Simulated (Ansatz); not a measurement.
Two members of one family (AlAs nanocrystals, H-capped) that differ in charge, which shifts all levels, computed with Ansatz in the gas phase. Levels of anions in sets without diffuse functions are rough. The structures are stationary points that may keep the symmetry of their start.

First: Al5As4H16⁻, cut from zinc blende, disc (singlet, charge -1, PBE-D4/def2-SVP geometry).

Cartesian coordinates in Å:
```
As -0.527 -2.113 0.356
As 0.806 0.060 -2.462
As -2.150 1.321 0.601
As 1.603 1.007 1.135
Al -2.778 -1.133 0.812
Al 0.021 -2.324 -2.071
Al 1.350 -1.390 1.878
Al 2.540 1.378 -1.150
Al -0.251 2.565 1.744
H -0.748 -3.577 0.748
H -0.447 0.933 -2.544
H 1.169 0.183 -3.943
H -3.426 2.135 0.824
H -2.041 1.624 -0.894
H 2.740 1.527 2.018
H -3.852 -1.460 -0.345
H -3.213 -1.312 2.355
H -1.283 -2.563 -2.990
H 1.329 -3.232 -2.318
H 2.687 -2.207 1.493
H 0.834 -1.418 3.406
H 3.920 0.576 -1.375
H 2.442 2.916 -1.626
H -0.605 2.498 3.315
H -0.119 4.007 1.032
```

```
              level  HOMO (eV)  LUMO (eV)  gap (eV)
    PBE-D4/def2-SVP      -3.12       1.04      4.16
   PBE-D4/def2-TZVP      -3.20       0.91      4.11
r2SCAN-D4/def2-TZVP      -3.48       1.03      4.51
   PBE0-D4/def2-SVP      -4.22       1.75      5.97
  PBE0-D4/def2-TZVP      -4.26       1.63      5.90
```

Second: Al6As6H18, cut from wurtzite (singlet, charge 0, PBE-D4/def2-SVP geometry).

Cartesian coordinates in Å:
```
As 2.119 1.607 -1.148
Al 1.509 -0.591 -2.234
Al 2.615 -1.266 1.620
As 1.343 -2.174 -0.364
As -0.885 0.022 -2.758
Al -0.980 -3.164 -0.311
Al 0.976 2.396 0.962
As 0.883 0.401 2.392
As -1.339 2.570 -0.032
Al -2.544 0.537 -0.925
Al -1.525 -0.113 2.953
As -2.152 -1.202 0.765
H 3.624 1.639 -0.928
H 2.033 2.713 -2.198
H 2.364 -0.859 -3.553
H 3.842 -0.407 1.014
H 2.824 -2.410 2.722
H 2.231 -3.284 -0.924
H -0.888 1.175 -3.761
H -1.474 -1.049 -3.661
H -1.487 -3.214 -1.843
H -1.021 -4.441 0.655
H 1.528 3.813 1.444
H 1.464 1.004 3.669
H -1.329 3.647 -1.116
H -2.245 3.277 0.963
H -3.985 0.906 -1.504
H -1.605 -1.173 4.152
H -2.298 1.305 2.992
H -3.596 -1.665 0.956
```

**Question.** Estimate the same table for the second.

**Answer.** 
```
              level  HOMO (eV)  LUMO (eV)  gap (eV)
    PBE-D4/def2-SVP      -6.25      -2.48      3.77
   PBE-D4/def2-TZVP      -6.29      -2.55      3.73
r2SCAN-D4/def2-TZVP      -6.55      -2.43      4.12
   PBE0-D4/def2-SVP      -7.31      -1.77      5.54
  PBE0-D4/def2-TZVP      -7.32      -1.83      5.49
```
